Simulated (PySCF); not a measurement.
Bond length, frequency and bond energy of ScAl by level of theory

State: ³Σ⁻ (triplet), unpaired electrons π ↑↑. Set-up: PySCF, no relativity, basis sets Sc def2-TZVPP, Al def2-TZVPP. De refers to Sc (3d1 4s2) + Al in their high-spin ground configurations, without counterpoise correction. The functionals are run spin-unrestricted. A positive dipole means Sc(−)Al(+). Levels whose curve was spin-contaminated or gave no clean fit are not listed.

| Level | Re (Å) | ωe (cm⁻¹) | De (eV) | μ (D) | CPU s a point (SCF and correlation, without the integrals) |
| --- | --- | --- | --- | --- | --- |
| ROHF-MP2 | 2.690 | 293 | n/a | n/a | 8.5 |
| ROHF-SCS-MP2 | 2.667 | 305 | n/a | n/a | n/a |
| ROHF-CCSD | 2.704 | 285 | 0.67 | n/a | n/a |
| ROHF-CCSD(T) | 2.731 | 270 | 1.02 | n/a | 250 |
| LDA | 2.702 | 270 | 2.10 | -1.44 | 5.2 |
| BLYP | 2.785 | 242 | 1.41 | -1.29 | 5.9 |

(1) What does the triples do here, going from ROHF-CCSD to ROHF-CCSD(T)?

Correlated steps freeze 10 core orbitals. The metal atom is held in its measured ground configuration; semilocal functionals can put another filling of s and d lower by some tenths of an eV, and De to that atom would be smaller. The CCSD T1 diagnostic is raised, a sign that a single reference may not be enough here. With d or f electrons several states lie close, and the lowest PBE0 determinant need not be the measured ground state.

The whole job (state search and all levels along the bond) took about 30 min on 2 threads of Arm Neoverse N1 (shared host), peak memory 5.8 GiB.

Answers

(1) ROHF-CCSD(T) less ROHF-CCSD: +2.7 pm in Re, -5.3 % in ωe, +0.35 eV in De. Correlation nearly always deepens the well. The bond lengthens, as in strong covalent bonds, where excitations into antibonding orbitals dominate.
